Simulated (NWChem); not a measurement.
System: C4H3FS; SMILES Fc1cccs1

Here is an NWChem input.

```
start job
memory heap 200 mb stack 900 mb global 1100 mb
geometry units angstroms noautoz
  F     -0.062200    -2.142494     0.000000
  C     -0.209473    -0.815854     0.000000
  C     -1.375744    -0.115769     0.000000
  C     -1.126441     1.295497     0.000000
  C      0.200762     1.614871     0.000000
  S      1.212634     0.193460     0.000000
  H     -2.353011    -0.582476     0.000000
  H     -1.915298     2.039614     0.000000
  H      0.658351     2.594506     0.000000
end
basis spherical
  * library 3-21g
end
dft
  xc hfexch
  iterations 150
end
tddft
  cis
  nroots 6
  notriplet
end
task tddft energy
```

STO-3G and 3-21G are far too small for this property and stand as cheap habits. Structure relaxed at the B3LYP/6-31G* (spherical d) level.

Vertical excitations in the gas phase.

Task: Give the results of this calculation. (Hartree-Fock/3-21G, CIS.) Quantities: basis functions; lowest excitation, singlet (eV); oscillator strength of that lowest state; lowest state with f > 0.02, singlet (eV); oscillator strength of that bright state; orbital gap (eV).

Result: 
```yaml
number_of_basis_functions: 64
lowest excitation, singlet (eV): 6.59
oscillator_strength_of_that_lowest_state: 0.123
lowest state with f > 0.02, singlet (eV): 6.59
oscillator_strength_of_that_bright_state: 0.123
orbital gap (eV): 12.57
```
